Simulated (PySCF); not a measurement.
C2H9FSi2, SMILES CC[SiH2][SiH2]F.

The structure is a stationary point at PBE0-D3(BJ)/def2-SVP. The structure was generated by enumeration, and PubChem lists no compound with its InChIKey, so it may never have been made. Other conformers were not sampled.

These are PBE0/def2-TZVP in PySCF values and carry that method's errors.

* **total energy**: -760.16467 hartree
* **highest occupied level**: -7.99 eV
* **lowest empty level**: -0.54 eV
* **orbital gap**: 7.45 eV
* **dipole moment**: 1.54 D
* **quadrupole, principal values (traceless, Buckingham form, about the centre of nuclear charge)**: -5.77, 1.46, 4.31 D·Å
* **mean static polarisability**: 80.5 bohr³ (11.93 Å³)
* **polarisability, principal values**: 68.0, 74.1, 99.3 bohr³
